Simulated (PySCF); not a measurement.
Bonds (- single, = double, # triple, : aromatic): C1-C2, C2-C3, C3:C4, C4:C5, C5:C6, C6:C7, C7:C8, C8:C3. C1 carries H9, H10, H11; C2 carries H12, H13; C4 carries H14; C5 carries H15; C6 carries H16; C7 carries H17; C8 carries H18.

GIAO shifts from PySCF on PBE0-D3(BJ)/def2-TZVP geometries (one conformer, non-relativistic, equivalent nuclei averaged), against TMS at the same level and in the same medium; PCM means IEF-PCM chloroform.

Measured (solution, not stated per compound (mostly CDCl3 or CCl4); Pretsch, Buehlmann, Badertscher, Structure Determination of Organic Compounds, 4th ed. (2009)): C2 29.1, C1 15.8, H12/H13 2.63, H9/H10/H11 1.21 ppm.

Problem. Which unscaled values do B97-2/pcSseg-2, gas; WP04/pcSseg-2, PCM; wB97X-D/pcSseg-2, PCM give, and how close are they?

Solution. 
```json
{"atoms": "C2", "measured": "29.1", "B97-2/pcSseg-2, gas": "35.6", "WP04/pcSseg-2, PCM": "36.8", "wB97X-D/pcSseg-2, PCM": "35.1"}
{"atoms": "C1", "measured": "15.8", "B97-2/pcSseg-2, gas": "22.0", "WP04/pcSseg-2, PCM": "23.2", "wB97X-D/pcSseg-2, PCM": "22.1"}
{"atoms": "H12/H13", "measured": "2.63", "B97-2/pcSseg-2, gas": "2.67", "WP04/pcSseg-2, PCM": "2.65", "wB97X-D/pcSseg-2, PCM": "2.69"}
{"atoms": "H9/H10/H11", "measured": "1.21", "B97-2/pcSseg-2, gas": "1.18", "WP04/pcSseg-2, PCM": "1.17", "wB97X-D/pcSseg-2, PCM": "1.18"}
```

Mean absolute error for 13C: B97-2/pcSseg-2, gas 6.3, WP04/pcSseg-2, PCM 7.5, wB97X-D/pcSseg-2, PCM 6.2 ppm.

Mean absolute error for 1H: B97-2/pcSseg-2, gas 0.04, WP04/pcSseg-2, PCM 0.03, wB97X-D/pcSseg-2, PCM 0.05 ppm.
